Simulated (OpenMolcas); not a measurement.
# V2+: ligand-field states by method

V2+ with 4 ligands (fluoride) in tetrahedral coordination (Td) at 1.97 Å. A charge of +0.5 e stands 2.4 Å behind each ligand. Ligand basis ANO-RCC-VDZP.
```
V     0.0000    0.0000    0.0000
F     1.1374    1.1374    1.1374
F     1.1374   -1.1374   -1.1374
F    -1.1374    1.1374   -1.1374
F    -1.1374   -1.1374    1.1374
```

```json
{"Program": "OpenMolcas", "Basis": "ANO-RCC-VTZP [6s5p3d2f1g]", "Scalar Hamiltonian": "DKH2, point nucleus", "Active space": "3 electrons in 5 orbitals (3d)", "State averaging": "2S+1 = 4 even, 10 roots; 2S+1 = 2 even, 40 roots", "Spin-orbit coupling": "RASSI with atomic mean-field integrals over the reference wave functions"}
```

I. CASSCF
II. SS-CASPT2, IPEA 0.25 Eh, imaginary shift 0.1 Eh (closed shells correlated: 3s 3p and the ligand valence shells)
III. SS-CASPT2, IPEA 0.25 Eh, imaginary shift 0.2 Eh (closed shells correlated: 3s 3p and the ligand valence shells)

Spin-free states (labels of Td) in cm-1, each column counted from its own energy of the first state listed:

| State | Degeneracy | I | II | III |
| --- | --- | --- | --- | --- |
| 4T1 | 3 | 0 | 0 | 0 |
| 4T2 | 3 | 3975 | 3030 | 3060 |
| 4A2 | 1 | 8476 | 8740 | 8740 |
| 2E | 2 | 11975 | 9860 | 9860 |
| 2T1 | 3 | 15156 | 11310 | 11330 |
| 2T2 | 3 | 15520 | 11140 | 11260 |
| 4T1 | 3 | 16878 | 13230 | 13230 |
| 2A1 | 1 | 17379 | 12700 | 12770 |
| 2T1 | 3 | 19578 | 14090 | 14180 |
| 2T2 | 3 | 21276 | 16320 | 16390 |
| 2T1 | 3 | 21868 | 17350 | 17420 |
| 2E | 2 | 22522 | 17360 | 17440 |
| 2T1 | 3 | 24836 | 20390 | 20470 |
| 2T2 | 3 | 25514 | 19110 | 19240 |
| 2E | 2 | 25820 | 20240 | 20400 |
| 2T2 | 3 | 34779 | 26730 | 26800 |
| 2T1 | 3 | 34862 | 27210 | 27260 |
| 2A2 | 1 | 34942 | 27230 | 27250 |
| 2T2 | 3 | 53321 | 41830 | 41910 |
| 2E | 2 | 53338 | 41750 | 41830 |

From I to II, I's first state of the same spin (4T2) moves from 3975 to 3030 cm-1, by about -950 cm-1.

From I to II, I's first state of another spin (2E) moves from 11975 to 9860 cm-1, by about -2100 cm-1.

χT at 300 K: I 1.70, II 1.69, III 1.69 cm3 K/mol.

Roots that are degenerate in the reference are averaged as groups; the widest CASPT2 spread within a group is 400 cm-1 (the 3-fold group of multiplicity 2 near 11100 cm-1 above the lowest state of its run, II). Shifts and gaps below about the spread of the groups concerned are not significant. An orbital triplet at a regular site is open to Jahn-Teller coupling, which can distort the site and quench the lowest spin-orbit gaps and is left out. Ligand-to-metal charge-transfer states are missing. With no ligand orbital active B as a rule stays too high, so bands that hang on it stand too high and its fall with covalency is understated. Without dynamic correlation the repulsion within the d shell is too large (B by tens of per cent), so at a given field states of lower spin stand too high (holds for I). With metal d orbitals alone and no dynamic correlation the field as a rule comes out too small, by tens of per cent, by up to half for chloride and softer ligands (holds for I). These CASPT2 states fit no ligand-field parameters well, so their order and spin gaps are uncertain (holds for II; III). With one d shell and no ligand orbital active, 10Dq can be off by tens of per cent for divalent 3d ions, low with halides held by bare charges and at times high in hosts (holds for II; III). Free-ion shares, where given, are those of the reference states; single-state CASPT2 does not remix them (holds for II; III). No measured value stands beside these numbers; the geometry is a model, was not optimised and need not be the one that this ion takes.
